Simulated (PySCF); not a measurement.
**Working out the excitation energy of Ba**

Ba [Xe] 6s2 (1S) → Ba [Xe] 5d2 (3F). Calculation: PySCF 2.14, in def2-TZVPPD with the def2 core potential (46 electrons); scalar relativity through the core potential. Frozen: 5s2 5p6. Energies in hartree (1 hartree = 27.21139 eV):

```tsv
part	Ba (lower)	Ba (upper)
UHF	-25.094895	-25.005444
CCSD correlation	-0.021991	-0.002970
(T)	0.000000	0.000000
```

**Question.** What does Hartree-Fock give?

**Answer.** (-25.005444) − (-25.094895) = 0.089451 hartree = 2.434 eV.

**Question.** What do CCSD and CCSD(T) give?

**Answer.** The CCSD correlation energies differ by 0.019021 hartree = 0.518 eV and the triples by 0.000000 hartree = 0.000 eV, so CCSD gives 2.952 eV and CCSD(T) 2.952 eV.
